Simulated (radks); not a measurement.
Question: The mean radii <r> (bohr) of the occupied orbitals of an atom or ion are listed with their occupations. All-electron calculation, scalar-relativistic Kohn-Sham, SCAN, spin-unpolarised, spherical densities, finite nucleus; meta-GGA in the generalised Kohn-Sham scheme; Fermi nuclear charge, rms radius of each element as measured or else 0.836 A^(1/3) + 0.57 fm. Program: a radial shooting solver on a logarithmic mesh with Libxc functionals.

| orbital | occ. | <r> |
|---|---|---|
| 1s | 2 | 0.02151 |
| 2s | 2 | 0.09145 |
| 2p | 6 | 0.08089 |
| 3s | 2 | 0.2390 |
| 3p | 6 | 0.2379 |
| 3d | 10 | 0.2167 |
| 4s | 2 | 0.5399 |
| 4p | 6 | 0.5711 |
| 4d | 10 | 0.6186 |
| 5s | 2 | 1.272 |
| 5p | 6 | 1.446 |
| 4f | 7 | 0.7814 |
| 6f | 1 | 7.591 |

Name the element and its charge.

Answer: Z = 65, terbium, charge +3: Tb3+ in [Xe] 4f7 6f1. The 1s radius gives Z: for a bare nucleus <r> = (2 gamma + 1)/(2Z) with gamma = sqrt(1 - (Z/c)^2), 0.02124 bohr for Z = 65, and screening makes it slightly larger (0.02151 here). The occupations add up to 62, and the charge is Z minus that.
